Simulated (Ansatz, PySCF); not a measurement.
This PySCF input computes a CAM-B3LYP/def2-TZVPD energy:

```python
from pyscf import gto, scf, dft

mol = gto.M(
    atom='''
    Bi    0.11208710   -0.62633752    0.77367491
    I     2.05489889    0.86234499   -0.61513851
    I    -2.23043152    0.11852320   -0.59646559
    ''',
    basis='def2-tzvpd',
    ecp='def2-tzvp',
    charge=0,
    spin=1,
    verbose=4,
)

mf = dft.UKS(mol, xc='camb3lyp').density_fit(auxbasis='def2-universal-jkfit')
mf.grids.level = 3
mf.conv_tol = 1e-9
mf.max_cycle = 100
mf.max_memory = 1500
mf.kernel()
if not mf.converged:
    mf = mf.newton()
    mf.kernel(mf.make_rdm1())
for _ in range(2):
    mo, _, stable, _ = mf.stability(return_status=True)
    if stable:
        break
    mf.kernel(mf.make_rdm1(mo, mf.mo_occ))
mf.analyze()
```

Question: Write an input for the same energy in Ansatz (a program for electronic structure) and say what it gives.

Answer: 
Ansatz 0.2 input:
```yaml
crystal:
  periodic: [false, false, false]
  atoms:
    - {symbol: Bi, position_ang: [0.11208710, -0.62633752, 0.77367491]}
    - {symbol: I, position_ang: [2.05489889, 0.86234499, -0.61513851]}
    - {symbol: I, position_ang: [-2.23043152, 0.11852320, -0.59646559]}
basis:
  gaussian:
    orbitals: def2-TZVPD
hamiltonian:
  xc: {name: CAM-B3LYP}
magnetization: {spin_polarized: true, initial_magnetization: 1}
output: {forces: true}
```
It gives -810.12146 Eh, and PySCF -810.12146 Eh, a difference of 0.00 mEh.

It need not be the lowest isomer of its formula.
